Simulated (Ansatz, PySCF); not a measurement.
The pair A = H2S (SMILES S) (first 3 atoms), B = CH4S (SMILES CS); geometry from B3LYP-D3(BJ)/def2-TZVP.
(charge 0, multiplicity 1):
```xyz
9

S      0.596     0.391     0.229
H      0.161     0.806     1.438
H     -0.639     0.044    -0.167
C     -0.266    -1.214     3.680
S     -0.316     0.579     4.011
H      0.142    -1.756     4.530
H     -1.299    -1.521     3.530
H      0.301    -1.427     2.777
H      1.004     0.752     4.192
```

Cores are frozen in the correlated methods. CBS: X⁻³ extrapolation of the correlation energy, Hartree–Fock from the larger set. MP2 and its Hartree–Fock in aug-cc-pV(T+d)Z are density fitted.

Codes used: Ansatz (a first-principles code); PySCF for the dispersion terms. Each number belongs to the level named beside it.

The monomers are drawn apart, rigid, along the line of their centres of mass. Counterpoise-corrected interaction energies (kcal/mol):

| level | R = 4.817 Å | R = 5.868 Å |
|---|---|---|
| PBE/def2-TZVPPD | -1.0966 | -0.3708 |
| PBE-D3(BJ)/def2-TZVPPD | -1.5849 | -0.5268 |
| wB97M-V/def2-TZVPPD | -1.2490 | -0.4499 |
| MP2/CBS(aug-cc-pV(D+d)Z, aug-cc-pV(T+d)Z) + ΔCCSD(T)/aug-cc-pV(D+d)Z | -1.2992 | -0.4542 |

R is the distance of the centres of mass. Find the local exponent m of E ∝ R⁻ᵐ between the two points.


m = ln(E₁/E₂)/ln(R₂/R₁): PBE/def2-TZVPPD 5.5; PBE-D3(BJ)/def2-TZVPPD 5.6; wB97M-V/def2-TZVPPD 5.2; MP2/CBS(aug-cc-pV(D+d)Z, aug-cc-pV(T+d)Z) + ΔCCSD(T)/aug-cc-pV(D+d)Z 5.3. For scale, two fixed dipoles give m = 3, dipole and quadrupole 4, quadrupoles 5, and dispersion or dipole-induced dipole 6 at long range; at these distances several terms mix, and what is left of overlap and damping shifts m, so it need not match one of them.
